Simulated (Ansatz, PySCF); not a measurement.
C3H3N2, SMILES C1=C[N]N=C1 (connectivity only; charge and spin as stated), charge -1, multiplicity 1. Atoms are numbered in the order given.

```xyz
8

C      0.0000     0.0000    -1.1723
C      0.0000     1.0969    -0.2894
N      0.0000     0.6783     0.9941
N      0.0000    -0.6783     0.9941
C      0.0000    -1.0969    -0.2894
H      0.0000     0.0000    -2.2648
H      0.0000     2.1666    -0.5236
H      0.0000    -2.1666    -0.5236
```
Charge -1, spin multiplicity 1.

Coordinates come from a r2SCAN-D4/def2-SVPD optimisation. The spin state was assumed, not searched. The isomer is the one that the SMILES or the coordinates give; other isomers of the formula were not compared.

Two levels are set side by side: PBE-D3(BJ)/def2-SVPD (Ansatz, a first-principles code) and r2SCAN-D4/def2-SVPD (Ansatz). Each level has its own optimised geometry; the coordinates shown are those of the second. Frequencies come from the Hessian of PySCF at each geometry. Differences are taken from unrounded values.

```
quantity                            r2SCAN-D4  PBE-D3(BJ)  PBE-D3(BJ) minus r2SCAN-D4
----------------------------------  ---------  ----------  --------------------------
mean bond length (Å)                    1.269       1.276                       0.007
bond C1–C2 (Å)                          1.408       1.414                       0.006
bond C1–C5 (Å)                          1.408       1.414                       0.006
bond C2–N3 (Å)                          1.350       1.358                       0.008
bond N3–N4 (Å)                          1.357       1.363                       0.006
bond N4–C5 (Å)                          1.350       1.358                       0.008
bond C1–H6 (Å)                          1.092       1.099                       0.007
bond C2–H7 (Å)                          1.095       1.101                       0.006
bond C5–H8 (Å)                          1.095       1.101                       0.006
highest harmonic wavenumber (cm⁻¹)       3185        3121                         -63
mean harmonic wavenumber (cm⁻¹)          1376        1341                         -35
zero-point energy (kcal/mol)            35.40       34.50                       -0.91
```
